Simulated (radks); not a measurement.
Ir18.75+, 58.25 electrons, occupied as [Kr] 4d(3/2: 4, 5/2: 5.25) 4f12 5s1 (fractional occupations, a model configuration).

Method: Dirac Kohn-Sham, PBE, spin-unpolarised, spherical densities, point nucleus; open shells fill j = l - 1/2 first; computed with a radial shooting solver on a logarithmic mesh with Libxc functionals.

Energy parts (hartree):
total: -17717.5625
kinetic: 20214.0685
electron-nucleus: -43482.5000
Hartree: 5882.3841
exchange-correlation: -331.5150

Orbitals (lengths in bohr, moments of r in powers of bohr; r(max) is where P^2 peaks; r(90%) holds 90 % of the orbital's charge):
orbital  occ.  eigenvalue (hartree)   r(max)       <r^4>  r(90%)  <1/r>  small-component weight
1s1/2       2             -2811.149  0.01081   4.807e-07  0.0318  92.26                8.51e-02
2s1/2       2             -505.5562  0.06248  0.00007072   0.114  22.58                1.94e-02
2p1/2       2             -484.9893  0.04619  0.00004228   0.100  22.53                1.95e-02
2p3/2       4             -425.1394  0.05335  0.00006386   0.111  18.59                1.74e-02
3s1/2       2             -131.1079   0.1758    0.002579   0.279  8.297                6.46e-03
3p1/2       2             -121.9113   0.1643    0.002259   0.271  8.208                6.40e-03
3p3/2       4             -108.7794   0.1788    0.003060   0.292  7.184                5.81e-03
3d3/2       4             -93.46791   0.1396    0.002044   0.265  7.081                5.69e-03
3d5/2       6             -90.62658   0.1436    0.002240   0.271  6.844                5.53e-03
4s1/2       2             -40.70204   0.3957     0.05605   0.599  3.540                2.21e-03
4p1/2       2             -36.80036   0.3941     0.05951   0.610  3.436                2.13e-03
4p3/2       4             -33.59363   0.4235     0.07854   0.654  3.088                1.91e-03
4d3/2       4             -27.18382   0.4160     0.08990   0.679  2.902                1.73e-03
4d5/2    5.25             -26.57074   0.4249     0.09733   0.693  2.823                1.67e-03
4f5/2       6             -18.34187   0.3787      0.1265   0.743  2.520                1.37e-03
4f7/2       6             -18.20477   0.3827      0.1310   0.750  2.491                1.35e-03
5s1/2       1             -17.60711   0.8217      0.8687    1.18  1.653                7.63e-04

The highest occupied level is 5s1/2 at -479.11 eV. The density falls to 0.001 e/bohr^3 at r = 1.67 bohr.
